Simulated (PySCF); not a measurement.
Estimate the missing entries of this data sheet.

Species: C10H16.
Structure used (PBE0-D3(BJ)/def2-SVP), in Å, numbered top down from 1:
```
atom  x, y, z in Å
C1    -1.792   -0.019    1.120
C2    -1.263   -1.365    0.613
C3    -0.294   -1.038   -0.532
C4     1.216   -0.942   -0.225
C5     1.472   -0.092    1.028
C6     1.125    1.344    0.559
C7     0.711    1.143   -0.906
C8     1.670    0.022   -1.332
C9    -0.645    0.412   -1.005
C10   -1.806    0.884   -0.118
H11   -2.785   -0.106    1.589
H12   -1.123    0.393    1.891
H13   -0.796   -1.969    1.408
H14   -2.100   -1.963    0.219
H15   -0.422   -1.761   -1.353
H16    1.715   -1.921   -0.201
H17    2.529   -0.169    1.325
H18    0.881   -0.423    1.894
H19    2.006    2.003    0.613
H20    0.340    1.823    1.162
H21    0.749    2.066   -1.503
H22    1.473   -0.358   -2.347
H23    2.732    0.303   -1.257
H24   -0.952    0.417   -2.062
H25   -1.745    1.955    0.132
H26   -2.755    0.747   -0.661
```

```json
{"property": "point group", "level": "PBE0-D3(BJ)/def2-SVP", "value": "Cs"}
{"property": "rotational constants A, B, C", "level": "PBE0-D3(BJ)/def2-SVP", "value": "2.225, 1.380, 1.292 GHz"}
{"property": "dipole moment", "level": "PBE0/def2-SVPD", "value": "0.14 D"}
{"property": "HOMO energy", "level": "PBE0/def2-SVPD", "value": "?"}
{"property": "LUMO energy", "level": "PBE0/def2-SVPD", "value": "?"}
{"property": "lowest singlet excitation", "level": "TDDFT PBE0/def2-SVPD", "value": "?"}
{"property": "lowest triplet excitation (Tamm–Dancoff)", "level": "TDA PBE0/def2-SVPD", "value": "7.29 eV"}
{"property": "static isotropic polarisability", "level": "PBE0/def2-SVPD", "value": "105.6 au"}
{"property": "vertical ionisation energy", "level": "ΔSCF PBE0/def2-SVPD", "value": "?"}
{"property": "electronic spatial extent ⟨r²⟩ about the centre of nuclear charge", "level": "PBE0/def2-SVPD", "value": "1221 bohr²"}
{"property": "13C chemical shifts (computed TMS as zero) by class", "level": "GIAO KT3/pcSseg-1", "value": "48.3 (C3/C9), 45.5 (C4/C7), 43.7 (C8), 31.2 (C1), 30.4 (C2/C10), 26.3 (C5/C6) ppm"}
{"property": "1H chemical shifts (computed TMS as zero) by class", "level": "GIAO KT3/pcSseg-1", "value": "2.29 (H15/H24), 1.96 (H16/H21), 1.67 (H13/H25), 1.55 (H11), 1.45 (H14/H26), 1.42 (H22), 1.42 (H18/H20), 1.38 (H12), 1.26 (H17/H19), 1.25 (H23) ppm"}
```

The electronic properties come from PySCF, for the isolated species, density fitting.

Problem. What is the HOMO energy?

Solution. -7.92 eV.

Problem. Give the vertical ionisation energy.

Solution. 9.67 eV.

Problem. Give the lowest singlet excitation.

Solution. 7.50 eV (165 nm, f = 0.002).

Problem. The LUMO energy?

Solution. 0.64 eV.

In atomic units the dipole is 0.05 e·bohr (1 au = 2.5417 D). No computed singlet falls in the visible range (750 to 380 nm, 1.65 to 3.26 eV); S1 lies 4.24 eV above its blue end. The vertical singlet–triplet gap S1 − T1 is 0.21 eV (TDDFT singlet less Tamm–Dancoff triplet; S1: HOMO→LUMO, weight 0.98; T1: HOMO→LUMO, weight 0.92). The ΔSCF ionisation energy exceeds −ε(HOMO) by 1.75 eV with PBE0. With B = h/(8π²I), that is 505.379 GHz u Å² over I, the principal moments of inertia are 227.2, 366.1 and 391.0 u Å² (most abundant isotopes); the inertial defect Ic − Ia − Ib is -202.3 u Å² (zero for a rigid planar frame, negative otherwise).

One conformer stands for the species.
